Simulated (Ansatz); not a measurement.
Molecule: sum formula H3SiO2 (charge -1, singlet). It need not be the lowest isomer of its formula. Whether it binds its extra electron was not tested at this geometry. 
Coordinates optimised at B3LYP-D3(BJ)/def2-TZVP (Ansatz, an electronic-structure program):
```xyz
6

Si    -0.3779    -0.1909     0.1203
O     -0.5518     1.3114    -0.2647
O      1.2309    -0.7538    -0.0110
H     -1.1457    -1.2071    -0.7097
H     -0.7436    -0.5832     1.5429
H      1.7465     0.0018    -0.3123
```
Charge -1, spin multiplicity 1.

Basis-set convergence of Hartree-Fock and MP2 correlation energies (hartree) with Ansatz. Valence correlation only, unless marked. No spin-orbit coupling. Non-relativistic. This anion needs diffuse functions, which these sets lack.

```
basis        functions       E(HF)  E(corr, MP2)
-----------  ---------  ----------  ------------
cc-pV(D+d)Z         66  -440.48839      -0.48742
cc-pV(T+d)Z        141  -440.57278      -0.62645
cc-pV(Q+d)Z        264  -440.59386      -0.67900
cc-pV(5+d)Z        447         [?]           [?]
```

Question: Complete the blanks.

Answer: 
- cc-pV(5+d)Z, E(HF): -440.59907
- cc-pV(5+d)Z, E(corr, MP2): -0.70088
